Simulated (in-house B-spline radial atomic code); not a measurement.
A run on Tc that did not converge. Method: scalar-relativistic (X2C) B97-1, spin-polarised, spherical fractional occupations, Fermi nucleus of rms radius 4.41117 fm; computed with a B-spline radial code for spherical atoms.

Command:
```bash
python run_scf.py task.json out
```
Settings (nuclear radius in fm, mass in u):
```
Z                43
configuration    [Kr] 4d5 4f0.5 5s1.5
hamiltonian      x2c
method           b97_1
spin_polarised   True
nucleus          fermi
rms_radius       4.41117
atomic_mass      96.90636
speed_of_light   137.035999084
```

First and last ten iterations of the last attempt (damped for 15 steps, keeping 80 % of the old Fock matrix, then DIIS):
```
 iter        energy (Eh)    residual
    1       -4277.695768    4.38e-01
    2       -4280.769743    2.85e-01
    3       -4282.796774    1.88e-01
    4       -4283.925600    1.34e-01
    5       -4284.530334    8.99e-02
    6       -4284.832701    5.88e-02
    7       -4284.964115    3.88e-02
    8       -4285.011251    2.66e-02
    9       -4285.032297    1.84e-02
   10       -4285.042814    1.31e-02
  111       -4285.054315    1.34e-04
  112       -4285.054316    1.11e-04
  113       -4285.054316    2.65e-04
  114       -4285.054314    7.98e-05
  115       -4285.054315    9.31e-05
  116       -4285.054316    3.08e-04
  117       -4285.054313    2.13e-04
  118       -4285.054315    7.53e-05
  119       -4285.054317    9.79e-05
  120       -4285.054316    1.27e-04
 not converged after 120 iterations
```

The smallest residual met was 5.2e-05; the threshold is about 4e-07. Over the last five steps the energy moves by less than 6e-06 hartree, but the orbitals didn't meet the threshold. Time taken, with all properties: 8 s on 1 thread of Arm Neoverse N1, with other jobs on the host.
